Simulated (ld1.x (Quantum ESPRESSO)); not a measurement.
## Scattering properties, RRKJ potential for carbon

* Element: C (Z = 6)
* Generator: ld1.x (Quantum ESPRESSO) 7.5
* Type: norm-conserving RRKJ (Kleinman–Bylander form)
* Functional: PBE
* Relativity: scalar-relativistic
* Frozen core: [He]
* Valence charge: 4
* Reference configuration: 2s1.5 2p2.5
* Partial waves: 2p (bound): rc 2.90 bohr; 3d channel at 0.45 Ry: rc 2.80 bohr; 2s (bound): rc 1.20 bohr
* Local potential: the s channel
* Core correction: a·sin(br)/r model core inside 0.75 bohr
* rho0: 0.005

The phase is arctan(r·u′/u) with u = r·R(r), unwrapped; energies in Ry, scanned from -3 to 5 Ry. A pole is an energy at which the radial function vanishes at the test radius. The pseudo phase is shifted by a multiple of π to meet the all-electron one at the reference energy, and phase errors are pseudo minus all-electron; the curves can meet again beyond the range given. Levels narrower than the energy grid can be missing from the lists of poles.

| channel | radius (bohr) | reference energy (Ry) | poles, all-electron | poles, pseudo | unbroken range about the reference energy with phases within 0.05 rad | phase error 1 Ry above the reference energy (rad) |
| --- | --- | --- | --- | --- | --- | --- |
| s | 3.17 | -1.03 | -0.91, 2.76 | -0.91, 2.73 | below 4.7 | -0.001 |
| p | 3.17 | -0.40 | -0.23, 2.86 | -0.22, 3.56 | below 0.5 | +0.058 |
| d | 3.17 | 0.45 | 2.10 | 2.12 | below 3.3 | +0.003 |

Phases in the d channel:

```json
{"E (Ry)": "-3.00", "all-electron": "1.399", "pseudo": "1.398"}
{"E (Ry)": "-2.52", "all-electron": "1.385", "pseudo": "1.385"}
{"E (Ry)": "-2.04", "all-electron": "1.367", "pseudo": "1.367"}
{"E (Ry)": "-1.56", "all-electron": "1.344", "pseudo": "1.344"}
{"E (Ry)": "-1.08", "all-electron": "1.311", "pseudo": "1.311"}
{"E (Ry)": "-0.60", "all-electron": "1.260", "pseudo": "1.260"}
{"E (Ry)": "-0.12", "all-electron": "1.164", "pseudo": "1.164"}
{"E (Ry)": "0.36", "all-electron": "0.918", "pseudo": "0.918"}
{"E (Ry)": "0.84", "all-electron": "-0.145", "pseudo": "-0.144"}
{"E (Ry)": "1.32", "all-electron": "-1.228", "pseudo": "-1.226"}
{"E (Ry)": "1.80", "all-electron": "-1.490", "pseudo": "-1.486"}
{"E (Ry)": "2.28", "all-electron": "-1.612", "pseudo": "-1.606"}
{"E (Ry)": "2.76", "all-electron": "-1.717", "pseudo": "-1.702"}
{"E (Ry)": "3.24", "all-electron": "-1.877", "pseudo": "-1.835"}
{"E (Ry)": "3.72", "all-electron": "-2.441", "pseudo": "-2.187"}
{"E (Ry)": "4.20", "all-electron": "-4.082", "pseudo": "-3.718"}
{"E (Ry)": "4.68", "all-electron": "-4.473", "pseudo": "-4.393"}
```
